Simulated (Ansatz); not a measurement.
Input for Ansatz (a first-principles code): R-wB97X-V/def2-TZVPP on BH3O2 (SMILES OBO), a point of a torsion scan.

Ansatz 0.2 input:
```yaml
crystal:
  periodic: [false, false, false]
  atoms:
    - {symbol: O, position_ang: [-1.24806218, -0.21664205, -0.34447875]}
    - {symbol: B, position_ang: [0.00151720, 0.22497626, -0.05973832]}
    - {symbol: O, position_ang: [1.03227468, -0.62505694, -0.21006792]}
    - {symbol: H, position_ang: [-1.81019062, -0.62681203, 0.29996644]}
    - {symbol: H, position_ang: [0.18428322, 1.37271479, 0.19763361]}
    - {symbol: H, position_ang: [1.91537104, -0.27151860, -0.11977787]}
basis:
  gaussian:
    orbitals: def2-TZVPP
hamiltonian:
  xc: {name: wB97X-V}
scf: {lower_state_search: off}
```

Output:

```
WARN ansatz: RAYON_NUM_THREADS=1 ignored (pool sized by the plan → 1); use --threads N
Functional definition: wB97X-V
these checks for a lower state are left out or cut short: stability, starts, cluster_reference, orbital_swaps, neighbouring_geometries, increment
integrals: 0.05 GiB planned
648 factors; their error is unknown
integrals: 0.08 GiB planned
163 factors; integrals over basis functions are off by at most 1.3e-5 eV
mean field: 0.50 GiB planned
mean field evaluation 1: about -4816.4304 eV, gradient 6.0e1 eV
mean field evaluation 2: about -4816.1338 eV, gradient 6.3e1 eV
mean field evaluation 4: about -4822.0335 eV, gradient 9.3e-1 eV
mean field evaluation 8: about -4822.0368 eV, gradient 1.6e-2 eV
mean field evaluation 16: about -4822.0418 eV, gradient 1.1e-5 eV
mean field -4822.04179462 eV, -177.2067674550 hartree, gradient 5.7e-6 eV, S^2 0.000000; 0 other end points of the search recorded, 0 dependent functions left out
reference -4822.04179291 eV, -177.2067673923 hartree; 12, 12 occupied and 123, 123 virtual orbitals, 648 factors
Total energy: -4822.04179291 eV, -177.2067673923 hartree
Checks for a lower state left out: stability, starts, cluster_reference, orbital_swaps, neighbouring_geometries, increment
```

Self-consistency was reached.

Cost: very roughly 2.4 core-seconds.
